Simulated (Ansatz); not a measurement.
Program: Ansatz. Geometries: PBE0-D4/def2-TZVP. ΔE: electronic, gas phase. CCSD(T)/CBS adds triple-zeta CCSD(T) − MP2 to the extrapolated MP2 energy (def2 sets, frozen cores). This one scheme is used for every species. Functionals use def2-TZVPP. For Ge outer-core shells are correlated without core-valence functions, which leaves a few kJ/mol of doubt a bond. Scalar relativity is left out up to krypton.

Consider the silylene formation by 1,1-elimination: `F[SiH](Cl)C#[C][GeH3]` → `F[Si]Cl` + `C#[C][GeH3]`.

(1) Is it downhill or uphill in electronic energy at CCSD(T)/CBS, and by how much? (Best estimate.)

(2) What do these levels give: B97M-V, B2PLYP, PBE0, r2SCANh, HF/def2-SVP, CCSD(T)/def2-SVP? (An estimate is asked.)

Largest T1 diagnostic among the species: 0.014.

## Answers

(1) Ansatz gave: Uphill: ΔE = +187.6 kJ/mol.

(2) Computed: B97M-V 187.0, B2PLYP 177.9, PBE0 183.2, r2SCANh 199.7, HF/def2-SVP 183.0, CCSD(T)/def2-SVP 174.2 kJ/mol.

From BLYP to BHLYP (50 % exact exchange), in def2-TZVPP and without D4, ΔE moves by +40.8 kJ/mol. At CCSD(T), def2-SVP lies −13.4 kJ/mol from the extrapolated value and def2-TZVPP −3.3 kJ/mol.
